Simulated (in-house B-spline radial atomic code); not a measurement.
How numerical settings move a run on Te IV (Te3+), [Kr] 4d10 5s2 5p1. Computed with a B-spline radial code for spherical atoms: Dirac-Hartree-Fock, average of configuration, Fermi nucleus of rms radius 4.7423 fm.

Command:
```bash
python run_scf.py task.json out
```
Settings of the sound reference run:
```
Z                52
electrons        49
configuration    [Kr] 4d10 5s2 5p1
hamiltonian      dirac
method           hf
spin_polarised   False
nucleus          fermi
rms_radius       4.7423
mass_number      130
atomic_mass      129.9062
speed_of_light   137.036
knot_spacing     0.22
spline_order     8
gauss_points     12
box_radius       16.22
max_iterations   70
damping          0.5
damped_steps     3
diis_vectors     10
tolerance        1e-08
start            Thomas-Fermi
```

Run time, properties included: 0.77 s on 1 thread of Intel(R) Xeon(R) 6975P-C, with other jobs on the host.

It converges in 10 iterations to -6791.777675 hartree, with 5p3/2 at -35.8617 eV. The other runs change the listed settings, some to values that make no sense; their results aren't properties of the atom or ion. Radii are in bohr (the nuclear one in fm), a minus after a letter asks for a j subshell, and «unchanged» means within 1e-8 hartree. The run stops when the residual is below 10 × tolerance × max(1, Z/10), or a noise floor if that is larger, and the energy moves by less than 1e-8 × √|E| hartree; so very loose and very tight tolerances often act alike.

| changed settings | outcome |
| --- | --- |
| box_radius = 32.44, max_iterations = 100, damping = 0.2 | converged in 10 iterations, energy unchanged, 5p3/2 level -4.5e-07 eV |
| diis_vectors = 2 | converged in 12 iterations, energy unchanged, 5p3/2 level +6.1e-06 eV |
| spline_order = 10 | converged in 10 iterations, energy -6.66e-08 hartree from the reference |
| electrons = 50, configuration = [Kr] 4d10 5s2 5p1 2f1, max_iterations = 75 | stopped with error: there is no 2f shell |
| diis_vectors = 4 | converged in 10 iterations, energy unchanged, 5p3/2 level +6.1e-06 eV |
| spline_order = 4 | converged in 10 iterations, energy +3.87e-03 hartree from the reference, 5p3/2 level +1.5e-04 eV |
| spline_order = 5 | converged in 10 iterations, energy +1.30e-04 hartree from the reference, 5p3/2 level +4.4e-06 eV |
| knot_spacing = 0.75 | converged in 10 iterations, energy +7.84e+00 hartree from the reference, 5p3/2 level +1.1e-01 eV (the program warns: 3s1/2 reaches the box edge; 3p1/2 reaches the box edge) |
| spline_order = 6 | converged in 10 iterations, energy +6.88e-06 hartree from the reference |
| knot_spacing = 0.4 | converged in 10 iterations, energy +2.69e-03 hartree from the reference, 5p3/2 level -6.0e-05 eV |
| spline_order = 7, box_radius = 3.24, first_knot = 0.0192, max_iterations = 60 | converged in 9 iterations, energy +3.18e+00 hartree from the reference, 5p3/2 level +7.4e+00 eV (the program warns: 5p3/2 reaches the box edge; 4s1/2 reaches the box edge) |
| knot_spacing = 2 | converged in 10 iterations, energy +2.35e+02 hartree from the reference, 5p3/2 level -1.3e+00 eV (the program warns: 5p3/2 reaches the box edge; 2s1/2 reaches the box edge) |
| knot_spacing = 0.1 | converged in 10 iterations, energy -8.21e-08 hartree from the reference |
| spline_order = 7 | converged in 10 iterations, energy +4.81e-07 hartree from the reference |
| knot_spacing = 0.15 | converged in 10 iterations, energy -7.93e-08 hartree from the reference |
| spline_order = 3 | converged in 10 iterations, energy +2.11e-01 hartree from the reference, 5p3/2 level +7.5e-03 eV |
| knot_spacing = 1.4 | converged in 10 iterations, energy +6.98e+01 hartree from the reference, 5p3/2 level -6.8e-01 eV (the program warns: 5p3/2 reaches the box edge; 2s1/2 reaches the box edge) |
| knot_spacing = 1 | converged in 10 iterations, energy +6.93e+01 hartree from the reference, 5p3/2 level -4.2e-01 eV (the program warns: 2s1/2 reaches the box edge; 2p1/2 reaches the box edge) |

Q: What happens with knot_spacing = 0.55, max_iterations = 75, damping = 0.2?

A: Converged in 10 iterations, energy +4.17e-01 hartree from the reference, 5p3/2 level -9.2e-03 eV.

Q: What happens with knot_spacing = 0.15, max_iterations = 100, tolerance = 1e-10, start = bare nucleus?

A: Converged in 11 iterations, energy -7.93e-08 hartree from the reference, 5p3/2 level -4.7e-07 eV.

Q: What happens with diis_vectors = 20?

A: Converged in 10 iterations, energy unchanged.

Q: What happens with diis_vectors = 1?

A: Converged in 23 iterations, energy unchanged, 5p3/2 level -4.2e-06 eV.
